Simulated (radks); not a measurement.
The iron ion Fe24+, configuration [He].

All-electron calculation, scalar-relativistic Kohn-Sham, SCAN, spin-polarised, spherical densities, finite nucleus; meta-GGA in the generalised Kohn-Sham scheme; Fermi nuclear charge, rms radius 3.7377 fm. Program: a radial shooting solver on a logarithmic mesh with Libxc functionals.

Energy parts (hartree):
part                       energy
total                  -665.91249
kinetic                 677.98512
electron-nucleus      -1360.07532
Hartree                  32.47371
exchange-correlation    -16.29599

Orbitals (lengths in bohr, moments of r in powers of bohr; r(90%) holds 90 % of the orbital's charge):
orbital	occ.	eigenvalue (hartree)	<r^2>	<r^4>	<1/r>	r(90%)
1s	2	-319.4700	0.004488	0.00005112	26.16	0.103

The highest occupied level is 1s at -8693.2 eV. The density falls to 0.001 e/bohr^3 at r = 0.32 bohr. For comparison, the ionisation energy in NIST's Atomic Spectra Database is 8828.2 eV (theoretical). In exact Kohn-Sham theory the highest level is minus the ionisation energy, but local and semilocal functionals leave it too shallow, through self-interaction and a potential that decays too fast; potentials with the right tail come closer. The electron density at the nucleus is 1.39e+04 e/bohr^3 (large components only).

Empty levels of this run are not shown, since the potential may be unsettled where no density lies.
